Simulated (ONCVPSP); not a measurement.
## F (Z = 9), ONCV: configuration errors across variants

fluorine (F), optimised norm-conserving Vanderbilt (ONCV), made with ONCVPSP 4.0.1 (PBE, scalar-relativistic). Core [He], reference 2s2 2p2 (charge +3). Waves: 2s: rc 0.50 bohr, ncon 3, nbas 8, qcut 10.3 1/bohr, 2 projectors, debl 0.8 Ha; 2p: rc 1.45 bohr, ncon 3, nbas 6, qcut 11.1 1/bohr, 1 projector; d scattering state at 0.45 Ha: rc 1.35 bohr, ncon 4, nbas 8, qcut 6.4 1/bohr, 2 projectors, debl 0.6 Ha. Local part: polynomial inside 0.45 bohr (lpopt 5, dvloc0 0 Ha). Core correction: Teter function, fcfact 5.75, rcfact 1.5.

In the s channel the program set the typed energies aside and used -3.352, 0.250 Ha.

All-electron excitation energies from the reference (eV): (1) 2s2 2p5 -118.412; (2) 2s2 2p4 -99.022; (3) 2s2 2p3 -60.637; (4) 2s2 2p1 85.802.

2 further variants failed, have other tests or another functional or relativity, and are left out.

A true bound ghost makes a file unfit for plane-wave use even where its test errors are small: the radial tests pick states by their node count and pass the ghost by.

Errors AE − PS in meV (a dash: test not solved or not reliable):

| change | (1) | (2) | (3) | (4) | bound ghosts | GHOST(+) flags above zero |
| --- | --- | --- | --- | --- | --- | --- |
| base | +811 | +580 | +219 | +422 | s | d |
| d: qcut 6.8 | +811 | +580 | +219 | +422 | s | d |
| all radii but the core radius scaled by about 0.81 (s 0.40, p 1.18, d 1.10 bohr); local potential polynomial inside 0.36 bohr (lpopt 5, dvloc0 0 Ha) | +414 | +302 | +119 | +241 | s | s, d |
| core correction polynomial model core, fcfact 0.75 | +805 | +574 | +218 | +419 | s | d |
| p: qcut 12.8 | +705 | +506 | +194 | +378 | s | d |
| local potential polynomial inside 0.35 bohr (lpopt 5, dvloc0 6 Ha) | +816 | +582 | +221 | +424 | s | d |

Problem. Give the same row for: s: qcut 12; p: qcut 12.9; d: qcut 7.4.

Solution. +705, +506, +194, +378; bound ghosts: s; GHOST(+) flags above zero: d.
